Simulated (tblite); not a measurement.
Here is a computed GFN2-xTB geometry (Å):
```
atom  x, y, z in Å
O1     0.4609   -1.1481    1.7242
C2     0.5312   -0.6179    0.6174
C3    -0.4708   -0.6673   -0.4591
C4    -1.6049    0.3948   -0.1849
S5    -2.8372    0.3281   -1.4602
C6     1.7187    0.3256    0.3364
F7     2.6319    0.3261    1.3211
F8     1.3722    1.6176    0.1524
F9     2.3944   -0.0242   -0.7872
H10   -0.9567   -1.6426   -0.4767
H11   -0.0338   -0.4479   -1.4330
H12   -2.0511    0.1642    0.7857
H13   -1.1592    1.3921   -0.1538
```

Charge -1, singlet.

Question: Which heavy atoms are bonded, and with what formal order?

Answer: O1–C2 1.23 Å (double); C2–C3 1.47 Å (single); C3–C4 1.58 Å (single); C4–S5 1.77 Å (single); C2–C6 1.54 Å (single); C6–F7 1.34 Å (single); C6–F8 1.35 Å (single); C6–F9 1.36 Å (single). Bonds to hydrogen (Å): C3–H10 1.09; C3–H11 1.09; C4–H12 1.09; C4–H13 1.09.

Question: Which species is it?

Answer: `O=C(CC[S-])C(F)(F)F`, [C4H4F3OS]-. Among its features: ketone, CF3 group and C–F bond.

Question: What is the point group of this geometry?

Answer: C1 (no symmetry element, even within 0.4 Å).

Question: Classify the heavy atoms.

Answer: O1: ketone oxygen; C2: ketone carbonyl carbon; C3: sp3 carbon next to a carbonyl; C4: sp3 carbon bound to sulfur; S5: thiolate sulfur; C6: CF3 carbon; F7/F8/F9: fluorine of a CF3 group.

Question: What is the arrangement about C6?

Answer: It has 4 neighbours (C2, F7, F8, F9) and is distorted tetrahedral (angles from 105.2° to 114.4°).

Question: What is the arrangement about C3?

Answer: It has 4 neighbours (C2, C4, H10, H11) and is tetrahedral (angles from 106.5° to 112.0°).
